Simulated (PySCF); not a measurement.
Compound: CH4F2Ge.
Atom-mapped SMILES: `[F:1][CH:2]([F:3])[GeH3:4]` (hydrogens: H5 on C2; H6, H7, H8 on Ge4)

Level: CAM-B3LYP/def2-SVPD in PySCF, non-relativistic, on one gas-phase PBE0-D3(BJ)/def2-SVP geometry that isn't relaxed in the solvent. The solvent is an IEF-PCM continuum (cavity from Bondi-type radii × 1.2), and excitations are vertical TDDFT with non-equilibrium linear response and a frozen core. Only the electrostatic response of the medium enters. Spin–orbit coupling is left out although an atom past zinc is present.

```json
{"run": "gas", "E − E(gas) (kcal/mol)": "0.00", "HOMO (eV)": "-10.06", "HOMO–LUMO gap (eV)": "10.92", "dipole (D)": "1.99", "lowest singlet (eV)": "7.86", "static polarisability (au)": "47.1"}
{"run": "P", "E − E(gas) (kcal/mol)": "-2.04", "HOMO (eV)": "-9.93", "HOMO–LUMO gap (eV)": "10.98", "dipole (D)": "2.35", "lowest singlet (eV)": "7.87", "static polarisability (au)": "56.6"}
{"run": "Q", "E − E(gas) (kcal/mol)": "-2.85", "HOMO (eV)": "-9.90", "HOMO–LUMO gap (eV)": "10.99", "dipole (D)": "2.50", "lowest singlet (eV)": "7.87", "static polarisability (au)": "61.1"}
```

Q: The runs were made in chloroform and dimethylsulfoxide. Which run belongs to which solvent?

A: P = chloroform, Q = dimethylsulfoxide. The dielectric constants are 4.711 (chloroform), 46.83 (dimethylsulfoxide), and the energy falls further as ε rises. The optical constants n² used for the excitations are 2.09, 2.19 in the same order. In this model the ground state sees the solvent through ε alone.

Q: How constant is the ratio of the lowering to (ε − 1)/(2ε + 1)?

A: 
```json
{"solvent": "chloroform", "(ε − 1)/(2ε + 1)": "0.356", "E − E(gas) (kcal/mol)": "-2.04", "ratio (kcal/mol)": "-5.7", "polarisation term (kcal/mol)": "-2.28"}
{"solvent": "dimethylsulfoxide", "(ε − 1)/(2ε + 1)": "0.484", "E − E(gas) (kcal/mol)": "-2.85", "ratio (kcal/mol)": "-5.9", "polarisation term (kcal/mol)": "-3.33"}
```

The ratio changes by +2.7 % in size from chloroform to dimethylsulfoxide. The polarisation term is half the interaction of the solute with the induced surface charges.
